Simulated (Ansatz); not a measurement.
The same path of BrH₂OSi (5 atoms, charge 0, multiplicity 2) was run twice with different band settings. The coordinate that changes most is the height of Si2 over the plane of its neighbours.

Theory: UKS BLYP/def2-SVP in Ansatz 0.2.0.

Relaxed end points:

```xyz
5
Properties=species:S:1:pos:R:3
O -1.222 0.053 -0.128
Si 0.406 0.486 -0.163
Br 1.788 -1.337 -0.028
H -1.515 -0.578 -0.815
H 0.593 1.303 1.092
```

```xyz
5
Properties=species:S:1:pos:R:3
O -1.117 0.231 -0.461
Si 0.159 0.055 0.625
Br 1.858 -1.225 -0.227
H -1.535 -0.593 -0.777
H 0.685 1.458 0.798
```

Common settings: spring 5.0 eV/Å²; optimiser quadratic models (default); start path through a guess of the saddle point; force threshold 0.05 eV/Å; iteration limit 60; end points relaxed.

| run | movable images | climbing image |
| --- | --- | --- |
| 1 | 7 | yes |
| 2 | 8 | no |

Question: What does each run give, and how far can it be trusted?

Answer: Run 1: converged after 10 iterations, highest image 0.949 eV above the first end. A vibrational analysis at the climbing image gives one clearly imaginary mode, 976i cm⁻¹: a first-order saddle point.
Run 2: converged after 12 iterations, highest image 0.863 eV above the first end. No image climbed, so the highest image needn't sit at the top of the path.
